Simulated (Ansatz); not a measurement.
Computed with Ansatz on PBE0-D4/def2-TZVP structures; ΔE is electronic, products minus reactants. CCSD(T)/CBS adds triple-zeta CCSD(T) − MP2 to the extrapolated MP2 energy (def2 sets, frozen cores). This one scheme is used for every species. DFT in def2-TZVPP. B3LYP here is the variant with VWN-RPA as its local correlation; programs differ in this. HSE06 is defined as in plane-wave codes. One conformer a species, not always the lowest.

Reaction (formal hydrolysis of the Si–S bond): `CN[SiH](C)S` + H₂O → `CN[SiH](C)O` + H₂S

```csv
level,ΔE (kJ/mol),difference from CCSD(T)/CBS
LDA (SPW92),-40.4,1.2
PBE-D4,-33.7,7.9
revPBE-D4,-31.0,10.6
r2SCAN-D4,-43.7,-2.1
B97M-V,-46.3,-4.7
B3LYP-D4,-46.3,-4.7
r2SCANh-D4,-43.6,-2.0
r2SCAN0-D4,-43.4,-1.8
HSE06-D4,-35.3,6.3
BHLYP-D4,-49.8,-8.2
CAM-B3LYP-D4,-53.3,-11.7
ωB97M-V,-46.4,-4.8
B2PLYP,-50.2,-8.6
PBE-QIDH,-40.7,0.9
PBE,-37.5,4.1
revPBE,-37.1,4.5
BLYP,-52.3,-10.7
r2SCAN,-44.7,-3.1
PBE0,-39.0,2.6
B3LYP,-52.7,-11.1
r2SCANh,-44.7,-3.1
r2SCAN0,-44.7,-3.1
HSE06,-38.7,2.9
BHLYP,-56.2,-14.6
CAM-B3LYP,-57.0,-15.4
LC-ωPBE,-45.0,-3.4
RPA@PBE/def2-TZVPP,-49.3,-7.7
HF/def2-SVP,-56.9,-15.3
MP2/def2-SVP,-46.5,-4.9
CCSD/def2-SVP,-50.3,-8.7
CCSD(T)/def2-SVP,-48.5,-6.9
HF/def2-TZVPP,-61.9,-20.3
MP2/def2-TZVPP,-42.1,-0.5
SCS-MP2/def2-TZVPP,-48.0,-6.4
CCSD/def2-TZVPP,-49.6,-8.0
CCSD(T)/def2-TZVPP,-46.4,-4.8
MP2/def2-QZVPP,-39.6,2.0
SCS-MP2/def2-QZVPP,-45.5,-3.9
HF/CBS(def2),-62.9,-21.3
MP2/CBS(def2),-37.3,4.3
CCSD(T)/CBS,-41.6,0
```

Largest T1 diagnostic among the species: 0.010.

The D4 term adds +6.3 kJ/mol with B3LYP and +3.5 kJ/mol with PBE0; it sums over pairs of atoms, weighted by their polarisabilities, and B3LYP, whose exchange is more repulsive, gets the larger term. At CCSD(T), def2-SVP lies −6.9 kJ/mol from the extrapolated value and def2-TZVPP −4.8 kJ/mol. Leaving LDA and LC-ωPBE aside and taking each functional with its dispersion term where it has one, the values spread over 22.3 kJ/mol, from CAM-B3LYP-D4 to revPBE-D4.
